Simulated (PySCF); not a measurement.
**Exact mass, isotope pattern and composition**

Species: [C7H9S]+.

Calculated from isotope tables alone.

(1) Molar mass and exact mass?

(2) Work out the cluster of the ion itself, one line a nominal mass.

(3) List the species in which a single atom is changed from its most abundant isotope.

(4) What resolving power m/Δm just matches the spacing of the species with one 33S and with one 13C?

(5) Elemental analysis, calculated?

(6) Count the protons, neutrons and electrons of the monoisotopic species, and give its exact less its nominal mass.

Results:

(1) For [C7H9S]+, with standard atomic weights, 7 × 12.011 + 1 × 32.060 + 9 × 1.008 = 125.209 g/mol. From the most abundant isotopes (12C, 32S, 1H), 7 × 12.000000 + 1 × 31.972071 + 9 × 1.007825 = 125.0425 u for neutral atoms; the ion's mass is 125.0419 u once 1 electron mass (0.000549 u) is taken off.

(2) 
| nominal mass | m/z (centroid) | relative intensity |
| --- | --- | --- |
| 125 | 125.0419 | 100.0 |
| 126 | 126.0450 | 8.5 |
| 127 | 127.0384 | 4.8 |
| 128 | 128.0413 | 0.4 |

Cut off at 0.1 %.

(3) Intensity in % of the monoisotopic species:

| isotope | mass shift (u) | m/z | intensity (%) |
| --- | --- | --- | --- |
| 33S | +0.99939 | 126.0413 | 0.80 |
| 13C | +1.00335 | 126.0453 | 7.57 |
| 2H | +1.00628 | 126.0482 | 0.10 |
| 34S | +1.99580 | 127.0377 | 4.52 |
| 36S | +3.99501 | 129.0370 | 0.02 |

Species under 0.02 % are left out.

(4) They lie 0.00397 u apart at mass 126.04, so m/Δm is about 32000.

(5) C 67.15 %, S 25.61 %, H 7.25 %.

(6) 67 protons, 58 neutrons and 66 electrons; 125.0425 − 125 = +0.0425 u, electron masses as for neutral atoms.
